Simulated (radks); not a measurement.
Gd28+, 36 electrons, occupied as [Kr] (the NIST ground configuration).

All-electron calculation, scalar-relativistic Kohn-Sham, exchange-only LDA, spin-polarised, spherical densities, point nucleus. Program: a radial shooting solver on a logarithmic mesh with Libxc functionals.

Energy parts (Ry):
part                   energy
total             -21750.0275
kinetic            23418.1464
electron-nucleus  -50407.3506
Hartree             5639.4012
exchange            -400.2245

Orbitals (lengths in bohr, moments of r in powers of bohr; <r^-3> diverges for s and p1/2):
| orbital | occ. | eigenvalue (Ry) | <r> | <r^-3> |
|---|---|---|---|---|
| 1s | 2 | -3750.295 | 0.02192 | - |
| 2s | 2 | -678.7334 | 0.09327 | - |
| 2p | 6 | -612.1507 | 0.08233 | 11430 |
| 3s | 2 | -203.0348 | 0.2424 | - |
| 3p | 6 | -182.3955 | 0.2403 | 2455 |
| 3d | 10 | -155.5836 | 0.2176 | 333.3 |
| 4s | 2 | -87.75963 | 0.5041 | - |
| 4p | 6 | -80.21242 | 0.5184 | 720.6 |
| 4d | 0 | -70.09952 | 0.5233 | 93.26 |
| 5s | 0 | -48.56131 | 0.8804 | - |

The highest occupied level is 4p at -1091.3 eV. The density falls to 0.001 e/bohr^3 at r = 1.28 bohr.
